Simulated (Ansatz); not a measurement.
```xyz
2

O     0.0000    0.0000   -0.0998
H     0.0000    0.0000    0.7985
```

Basis set: def2-TZVP (spherical functions). Frozen core: 1 orbital. Charge 0, multiplicity 2.

Computed with Ansatz (development build ahead of 0.2.0); each method stands on the lowest determinant of its kind that the runs found.

The atomization energy at this shape (free ground-state atoms in the same class of orbitals less the molecule, no zero-point energy) of doublet OH:

```csv
method,atomization energy
UHF-MP2,406.1 kJ/mol
```

(1) What does UHF give?

Results:

(1) 271.8 kJ/mol. Caution: the shape is not the minimum.
